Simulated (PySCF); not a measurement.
SMILES c1c(cc([SiH3])cc1)[SeH] (C₆H₈SeSi) (GFN2-xTB optimised geometry):

```
16

Si    -2.145    -1.926     0.001
C     -1.161    -0.313     0.000
C     -1.821     0.914     0.000
C     -1.118     2.105     0.000
C      0.265     2.094     0.000
C      0.935     0.879     0.000
Se     2.855     0.899     0.001
C      0.227    -0.313     0.000
H     -2.986    -1.965     1.199
H     -2.985    -1.968    -1.198
H     -1.205    -3.048     0.003
H     -2.902     0.932     0.000
H     -1.645     3.048     0.000
H      0.824     3.020     0.000
H      2.986    -0.542     0.002
H      0.763    -1.253     0.000
```

Method: CAM-B3LYP/def2-TZVP (PySCF 2.14.0).

Problem. What are the frontier orbital energies and the dipole moment?

Solution. HOMO-2 -9.65 eV, HOMO-1 -8.81 eV, HOMO -7.49 eV, LUMO 0.29 eV, LUMO+1 0.58 eV; dipole moment 0.66 D.

On the same geometry PBE/def2-TZVP (PySCF) gives HOMO-2 -7.20 eV, HOMO-1 -6.61 eV, HOMO -5.33 eV, LUMO -1.65 eV, LUMO+1 -1.38 eV; dipole moment 0.45 D.

Meta-Löwdin charges at CAM-B3LYP/def2-TZVP: Si1 0.52, C2 -0.22, C3 -0.12, C4 -0.11, C5 -0.12, C6 -0.08, Se7 0.03, C8 -0.12, H9 -0.10, H10 -0.10, H11 -0.10, H12 0.11, H13 0.12, H14 0.12, H15 0.05, H16 0.11.
